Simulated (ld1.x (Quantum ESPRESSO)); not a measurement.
# Ni: RRKJ pseudisation with PBEsol, scalar-relativistic reference atom.

ld1.x (Quantum ESPRESSO) 7.5 was run on this input:

```
&input
   title='Ni', zed=28., rel=1, dft='PBESOL', iswitch=3,
   config='[Ar] 3d8 4s1.5 4p0',
   nld=3, rlderiv=2.40, eminld=-3.0, emaxld=5.0, deld=0.02
 /
 &inputp
   pseudotype=2, tm=.false., lloc=2,
   nlcc=.true., rcore=1.30,
   file_pseudopw='Ni.UPF', file_wfcaegen='ae.wfc', file_wfcncgen='nc.wfc', file_beta='beta', file_chi='chi'
 /
3
4S  1  0   1.50   0.00  2.20  2.20  0.0
4P  2  1   0.00   0.00  1.85  1.85  0.0
3D  3  2   8.00   0.00  1.45  1.45  0.0
 &test
   configts(1)='3d8 4s1.5 4p0'
 /
```

Command:

```bash
ld1.x < Ni.in > Ni.out
```

Resulting log (shortened: banner, matrices, multipoles, cross overlaps and the repeated all-electron block are left out):

```
[... start of the log left out ...]
     Exc  =    -123.610171 Ry,     -61.805086 Ha,   -1681.802059 eV

     normalization and overlap integrals

     s(1S/1S) =  1.000000  <r> =   0.0541  <r2> =    0.0039  r(max) =   0.0353
     s(2S/2S) =  1.000000  <r> =   0.2451  <r2> =    0.0709  r(max) =   0.2055
     s(2P/2P) =  1.000000  <r> =   0.2154  <r2> =    0.0570  r(max) =   0.1641
     s(3S/3S) =  1.000000  <r> =   0.7408  <r2> =    0.6343  r(max) =   0.6410
     s(3P/3P) =  1.000000  <r> =   0.7792  <r2> =    0.7175  r(max) =   0.6491
     s(3D/3D) =  1.000000  <r> =   1.0017  <r2> =    1.3490  r(max) =   0.6331
     s(4S/4S) =  1.000000  <r> =   2.6490  <r2> =    8.1175  r(max) =   2.1821
     s(4P/4P) =  1.000000  <r> =   3.6185  <r2> =   15.4332  r(max) =   2.8371

     ------------------------ End of All-electron run ------------------------

     --------------------- Generating NC pseudopotential ---------------------

      Generating local pot.: lloc=2, matching radius rcloc =   1.4500

      Computing core charge for nlcc:

       r > 1.31 : true rho core
       r < 1.31 : rho core = a sin(br)/r    a=   3.63  b=   2.07

      Integrated core pseudo-charge :   2.91

      Wfc   4S  rcut= 2.210  Estimated cut-off energy=       25.31 Ry
     l=   0 Node at 0.54487193
      This function has    1 nodes for 0 < r <    2.210

 %%%%%%%%%%%%%%%%%%%%%%%%%%%%%%%%%%%%%%%%%%%%%%%%%%%%%%%%%%%%%%%%%%%%%%%%%%%%%%
     Error in routine compute_phi (1):
     phi has nodes before r_c
 %%%%%%%%%%%%%%%%%%%%%%%%%%%%%%%%%%%%%%%%%%%%%%%%%%%%%%%%%%%%%%%%%%%%%%%%%%%%%%

     stopping ...
```

The run stopped because the RRKJ expansion in Bessel functions gave a pseudo-wave with a node inside its radius.

The run took about 0.08 s on one core of a shared server CPU.
